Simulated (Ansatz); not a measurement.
Consider the cleavage of the Si–Si bond: `C[SiH](C)[SiH2]F` + `CN[SiH](O)O` → `CN([SiH2]F)[SiH](O)O` + `C[SiH2]C`.

Isolated molecules relaxed with PBE0-D4/def2-TZVP in Ansatz; ΔE leaves out vibrations. CBS: MP2 limit from def2 TZ/QZ plus the TZ coupled-cluster correction, frozen cores. Functionals use def2-TZVPP. Each species was taken in one conformer, which may not be the lowest.

CCSD(T)/CBS gives -85.8 kJ/mol.

**Question.** Another level gave -84.9 kJ/mol. Which?
A. ωB97M-V/def2-TZVPP
B. PBE0-D4/def2-TZVPP
C. MP2/def2-TZVPP
D. B2PLYP/def2-TZVPP

**Answer.** D. B2PLYP -84.9, PBE0-D4 -71.9, ωB97M-V -90.5, MP2/def2-TZVPP -95.5 kJ/mol.

Largest T1 diagnostic among the species: 0.012.

The D4 term adds −5.8 kJ/mol with B3LYP and −2.9 kJ/mol with PBE0; it sums over pairs of atoms, weighted by their polarisabilities, and B3LYP, whose exchange is more repulsive, gets the larger term. From PBE to PBE0 (25 % exact exchange), in def2-TZVPP and without D4, ΔE moves by −6.3 kJ/mol.

CCSD(T)/CBS has its own doubt, a few kJ/mol and more with outer-core shells, so smaller differences from it don't rank the levels.

B3LYP here is the variant with VWN-RPA as its local correlation; programs differ in this.
